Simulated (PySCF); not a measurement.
# Diatomics of Cl with the fourth-period p block

CCSD(T) with triple-zeta basis sets in PySCF, for the lowest determinant that a PBE0 search found; no spin–orbit coupling. De refers to high-spin ground-configuration atoms.

```tsv
M	basis	reference, frozen orbitals	state (unpaired electrons)	Re (Å)	ωe (cm⁻¹)	De (eV)
Ga	def2-TZVPP	RHF, 14	singlet (closed shell)	2.211	377	4.75
Ge	def2-TZVPP	UHF, 14	doublet (π ↑)	2.175	414	3.91
Se	def2-TZVPP	UHF, 14	doublet (π ↑)	2.137	444	2.52
Br	x2c-TZVPPall	RHF, 14	singlet (closed shell)	2.154	437	2.18
```

The shortest bond is that of SeCl (2.137 Å), the longest that of GaCl (2.211 Å). GaCl is bound most strongly (4.75 eV) and BrCl least (2.18 eV).

The rows differ in basis set, which adds steps of its own.

The state changes along the series, so neighbouring rows are not always alike in their bonding.

Correlated steps freeze 14 core orbitals. Where the molecule has an RHF reference, its open-shell atoms are computed with UHF. States were picked by a PBE0 search and need not be the measured ground states.
